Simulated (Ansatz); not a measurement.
Li⁺ ··· SiH$_{4}$

The pair of Li⁺ (SMILES [Li+], atom 1) and SiH$_{4}$ (SMILES [SiH4], atoms 2–6), both closed shells, in one local arrangement (a lower one may exist), relaxed at PBE0-D4/def2-TZVP:

```tsv
atom	x (Å)	y (Å)	z (Å)
Li1	-0.6333	-0.4298	-2.5535
Si2	0.1483	0.0999	0.5950
H3	-0.5605	1.3436	0.9521
H4	-0.2308	-0.1422	-0.8660
H5	-0.3419	-1.0996	1.3004
H6	1.6181	0.2279	0.5719
```

Computed with Ansatz 0.2.0 (basis: def2-TZVPPD, with def2-QZVPPD for the basis limit); correlated methods freeze the cores. The outer core shell of Li, Na, Mg and K is correlated. B3LYP uses VWN-RPA correlation. Extrapolation: Hartree–Fock as exp(−7.88 √X), correlation as X^−2.97. Interaction energies count from these two fragments, frozen as in the pair, with the counterpoise correction; negative means bound.

(1) What is the interaction energy by CCSD(T) at an estimated basis limit (MP2 extrapolated from triple and quadruple zeta, plus CCSD(T) − MP2 in triple zeta)? (To be estimated.)

(2) Which atoms make the shortest contact between the fragments?

T1 diagnostic: at most 0.012.

Results:

(1) The calculation gives: -15.01 kcal/mol. Hartree–Fock alone gives -15.40 kcal/mol at the basis limit. It counts from the two fragments frozen as in the pair.

The same quantity by other methods in triple zeta, and each one's difference from that estimate:
```csv
method,E_int (kcal/mol),difference
PBE-D4,-16.11,-1.10
revPBE-D4,-15.69,-0.68
BLYP-D4,-16.87,-1.86
r2SCAN-D4,-14.21,0.81
B97M-V,-16.32,-1.30
PBE0-D4,-15.83,-0.82
B3LYP-D4,-16.71,-1.70
HSE06-D4,-15.84,-0.83
wB97X-V,-15.45,-0.44
wB97M-V,-15.68,-0.67
B2PLYP,-16.06,-1.04
HF,-15.24,-0.23
MP2,-14.97,0.04
CCSD,-14.99,0.03
CCSD(T),-14.89,0.12
```
Differences are method less estimate.

(2) Li1 and H4, 1.76 Å apart.

Energy to bend the free fragments (PBE0-D4 minima) into their shapes in the pair, CCSD(T)/def2-TZVPPD: SiH$_{4}$ 2.12 kcal/mol. This must be added to the interaction energy to get the binding energy from relaxed fragments.

Basis-set superposition shift (counterpoise-corrected less uncorrected): CCSD(T) 0.15; MP2 0.14; HF 0.02; PBE0-D4 0.03; wB97M-V 0.05 kcal/mol.

For scale, one of the runs: CCSD(T)/def2-TZVPPD, 138 basis functions, launched by `ansatz run in.yaml --threads 2 --pin off --events-out ev --progress --plain --max-ram 5222MiB`. The run took 3.7 s on 2 CPU threads of an Arm Neoverse V2 (shared host), with 0.71 GiB of host memory at its peak.
